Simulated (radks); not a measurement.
Values are calculated unless marked as measured or tabulated.
These are the eigenvalues of the occupied orbitals of an atom or ion with whole-number occupations (eV). Code: a radial shooting solver on a logarithmic mesh with Libxc functionals. Model: scalar-relativistic Kohn-Sham, PBE, spin-unpolarised, spherical densities, point nucleus.

orbital  eigenvalue
1s        -4985.352
2s        -949.9265
2p        -881.4753

Which element is it, and in what charge state? The configuration may be excited.

Answer. Z = 21, scandium, charge +14: Sc14+ in [He] 2s2 2p3. The list shows which subshells hold electrons but not how many an open one holds; the 1s level, -183.21 hartree, gives Z - s = 19.1 by -(Z - s)^2/2, which with screening and relativity narrows Z to a few neighbours, and the depths of the outer levels then fix element, charge and occupations together.
